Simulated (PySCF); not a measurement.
**Mayer bond orders and bond lengths**

C6H15PS.
SMILES with atom numbers: `[CH3:1][CH2:2][P:3](=[S:4])([CH2:5][CH3:6])[CH2:7][CH3:8]` (hydrogens: H9, H10, H11 on C1; H12, H13 on C2; H14, H15 on C5; H16, H17, H18 on C6; H19, H20 on C7; H21, H22, H23 on C8)

Cartesian coordinates in Å at the GFN2-xTB level; atoms count from 1:
```xyz
23
C6H15PS angstrom
C      2.7139    0.5546    0.6183
C      1.7799   -0.2173   -0.3010
P      0.1578   -0.5410    0.5342
S      0.2996   -1.5139    2.2056
C     -0.7975   -1.4273   -0.7831
C     -2.2242   -1.6994   -0.3309
C     -0.6581    1.1030    0.7546
C     -0.8333    1.9524   -0.4946
H      2.7650    0.0588    1.5870
H      2.3598    1.5723    0.7714
H      3.7166    0.5996    0.1983
H      1.6187    0.3053   -1.2458
H      2.1988   -1.2048   -0.5203
H     -0.7705   -0.8602   -1.7154
H     -0.2662   -2.3716   -0.9398
H     -2.8027   -0.7786   -0.2801
H     -2.7208   -2.3792   -1.0205
H     -2.2141   -2.1556    0.6586
H     -0.0591    1.6265    1.5066
H     -1.6232    0.8815    1.2216
H     -1.3364    2.8831   -0.2376
H      0.1283    2.2005   -0.9380
H     -1.4368    1.4382   -1.2391
```

Bond orders from the PBE0/pcSseg-1 density (PySCF). Geometry: GFN2-xTB, one conformer, isolated molecule.

**Question.** How far do the computed orders between heavy atoms stray from the drawn ones?

**Answer.** The largest departure is 0.299, at P3–S4 (drawn double, 1.701).

**Question.** Set the Mayer orders of the bonds beside their lengths.

**Answer.** 
```
  bond  drawn as  length (Å)  Mayer order
 C1–C2    single       1.521        1.050
 C2–P3    single       1.853        0.898
 P3–S4    double       1.939        1.701
 P3–C5    single       1.853        0.899
 C5–C6    single       1.521        1.050
 P3–C7    single       1.849        0.882
 C7–C8    single       1.521        1.020
 C1–H9    single       1.089        0.950
C1–H10    single       1.088        0.963
C1–H11    single       1.088        0.965
C2–H12    single       1.092        0.920
C2–H13    single       1.095        0.936
C5–H14    single       1.092        0.921
C5–H15    single       1.095        0.936
C6–H16    single       1.089        0.963
C6–H17    single       1.088        0.965
C6–H18    single       1.090        0.950
C7–H19    single       1.095        0.934
C7–H20    single       1.095        0.934
C8–H21    single       1.089        0.963
C8–H22    single       1.088        0.962
C8–H23    single       1.088        0.961
```

By pair of heavy elements: C–C: lowest C7–C8 (1.020, 1.521 Å), highest C1–C2 and C5–C6 (1.050, 1.521 Å). C–P: all 3 within 0.02 of one another (0.882 to 0.899). Bonds named together lie within 0.004.

**Question.** Sum the orders of all bonds at each heavy atom with more than one neighbour and set the sums beside the valence in the SMILES.

**Answer.** C1 3.928 (drawn 4), C2 3.804 (drawn 4), P3 4.380 (drawn 5), C5 3.806 (drawn 4), C6 3.928 (drawn 4), C7 3.770 (drawn 4), C8 3.906 (drawn 4). Orders between atoms that aren't bonded are not in these sums.

The Mayer order sums products of elements of PS (density times overlap matrix) between the two atoms' basis functions, so it depends on the basis set.

The run behind these numbers computed NMR shieldings as well. Time: 66 s (grids of density and orbitals included). Hardware: x86-64 server, one thread, on a shared host.
